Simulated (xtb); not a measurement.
H$_{2}$S$_{2}$, charge -1, doublet, at the geometry of the source list (a state made from the parent by changing its charge; the spin is typed, not shown lowest); GFN0-xTB in xtb.

xtb was given this input:
```
$ xtb mol.xyz --gfn 0 --chrg -1 --uhf 1 --etemp 3000 --json

# file mol.xyz
4

S     -0.90190000     0.44390000     0.48700000
S      0.90020000     0.45720000    -0.47780000
H     -1.53060000    -0.45050000    -0.29230000
H      1.53240000    -0.45060000     0.28310000
```

Question: Write the output that xtb gives for this input, abridged.

Answer: 
```
   ID    Z sym.   atoms
    1   16 S      1, 2
    2    1 H      3, 4

           -------------------------------------------------
          |                Calculation Setup                |
           -------------------------------------------------

           -------------------------------------------------
          |                 G F N 0 - x T B                 |
           -------------------------------------------------

          ...................................................
          :                      SETUP                      :
          :.................................................:
          :  # basis functions                  24          :
          :  # atomic orbitals                  22          :
          :  # shells                           10          :
          :  # electrons                        15          :
          :  electronic temp.         3000.0000000     K    :
          :  accuracy                    1.0000000          :
          :  -> integral cutoff          0.2500000E+02      :
          :  -> integral neglect         0.1000000E-07      :
          ...................................................

         :::::::::::::::::::::::::::::::::::::::::::::::::::::
         ::                     SUMMARY                     ::
         :::::::::::::::::::::::::::::::::::::::::::::::::::::
         :: total energy              -8.990022128949 Eh    ::
         :: gradient norm              0.170284447444 Eh/a0 ::
         :: HOMO-LUMO gap              2.112939695568 eV    ::
         ::.................................................::
         :: H0 energy                 -7.934044862422 Eh    ::
         :: repulsion energy           0.025096492866 Eh    ::
         :: electrostat energy        -1.080299910750 Eh    ::
         :: -> Gsolv                   0.000000000000 Eh    ::
         ::    -> Gsasa                0.000000000000 Eh    ::
         ::    -> Gshift               0.000000000000 Eh    ::
         :: dispersion energy         -0.000773848643 Eh    ::
         :: short-range corr.          0.000000000000 Eh    ::
         :: add. restraining           0.000000000000 Eh    ::
         :: total charge              -1.000000000000 e     ::
         :::::::::::::::::::::::::::::::::::::::::::::::::::::

           -------------------------------------------------
          |                Property Printout                |
           -------------------------------------------------

    * Orbital Energies and Occupations

         #    Occupation            Energy/Eh            Energy/eV
      -------------------------------------------------------------
         1        2.0000           -0.7549792             -20.5440
         2        2.0000           -0.7421235             -20.1942
         3        2.0000           -0.5306018             -14.4384
         4        2.0000           -0.5195737             -14.1383
         5        2.0000           -0.4775444             -12.9946
         6        1.9999           -0.4104616             -11.1692
         7        1.9998           -0.4054624             -11.0332
         8        0.9807           -0.2521676              -6.8618 (HOMO)
         9        0.0139           -0.1745184              -4.7489 (LUMO)
        10        0.0058           -0.1661575              -4.5214
        11        0.0000           -0.0936582              -2.5486
        12        0.0000           -0.0762520              -2.0749
        13                         -0.0278156              -0.7569
        14                         -0.0161035              -0.4382
        15                         -0.0143510              -0.3905
        16                         -0.0140944              -0.3835
        17                          0.0216901               0.5902
        18                          0.0670299               1.8240
        19                          0.0716845               1.9506
       ...                                ...                  ...
        22                          0.8338685              22.6907
      -------------------------------------------------------------
                  HL-Gap            0.0776491 Eh            2.1129 eV
             Fermi-level            0.0000000 Eh            0.0000 eV

     #   Z          covCN         q      C6AA      α(0)
     1  16 S        1.899    -0.403   156.057    21.063
     2  16 S        1.899    -0.403   156.056    21.063
     3   1 H        0.922    -0.097     5.445     3.649
     4   1 H        0.922    -0.097     5.445     3.649

 Mol. C6AA /au·bohr⁶  :        878.805171
 Mol. C8AA /au·bohr⁸  :      36510.165858
 Mol. α(0) /au        :         49.423702

Wiberg/Mayer (AO) data.
largest (>0.10) Wiberg bond orders for each atom

 ---------------------------------------------------------------------------
     #   Z sym  total        # sym  WBO       # sym  WBO       # sym  WBO
 ---------------------------------------------------------------------------
     1  16 S    2.179 --     2 S    1.204     3 H    0.939
     2  16 S    2.179 --     1 S    1.204     4 H    0.939
     3   1 H    0.975 --     1 S    0.939
     4   1 H    0.975 --     2 S    0.939
 ---------------------------------------------------------------------------

Topologies differ in total number of bonds
Writing topology from bond orders to xtbtopo.mol

 dipole moment from electron density (au)
     X       Y       Z
   0.0028  -1.5590  -0.0160  total (Debye):    3.963

           -------------------------------------------------
          | TOTAL ENERGY               -8.990022128949 Eh   |
          | GRADIENT NORM               0.170284447444 Eh/α |
          | HOMO-LUMO GAP               2.112939695568 eV   |
           -------------------------------------------------

normal termination of xtb
```
